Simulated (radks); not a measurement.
Effect of the nuclear size on neutral hafnium, [Xe] 4f14 5d2 6s2. Method: Dirac Kohn-Sham, PBE, spin-unpolarised, spherical densities, finite nucleus; open shells are shared between the two j in proportion to 2j + 1; Fermi nuclear charge, rms radius 5.347 fm; computed with a radial shooting solver on a logarithmic mesh with Libxc functionals. The rms radius is varied about that value; shifts are against it.

rms radius (fm)  total energy shift (eV)  density at nucleus (e/bohr^3)  1s1/2 shift (meV)  2s1/2 shift (meV)  5s1/2 shift (meV)  5p1/2 shift (meV)  6s1/2 shift (meV)  5d5/2 shift (meV)  6p1/2 (empty) shift (meV)
4.3311                             -16.9                      1.295e+06              -6890               -953              -7.91              0.591             -0.494              0.453                      0.184
4.9888                             -6.24                      1.237e+06              -2540               -351              -2.92              0.218             -0.182              0.167                      0.068
5.347                                  0                      1.209e+06              0.000              0.000              0.000              0.000              0.000              0.000                      0.000
5.7106                              6.63                      1.183e+06               2700                373               3.10             -0.231              0.193             -0.177                     -0.072
6.3897                              19.8                       1.14e+06               8050               1110               9.25             -0.689              0.577             -0.529                     -0.216

Slopes of the eigenvalues against <r^2> in GHz/fm^2, as finite differences over the two radii next to the reference (eigenvalue slopes, not the field-shift constants of lines): 1s1/2 164000, 2s1/2 22700, 5s1/2 188, 5p1/2 -14.1, 6s1/2 11.8, 5d5/2 -10.8, 6p1/2 (empty) -4.39.
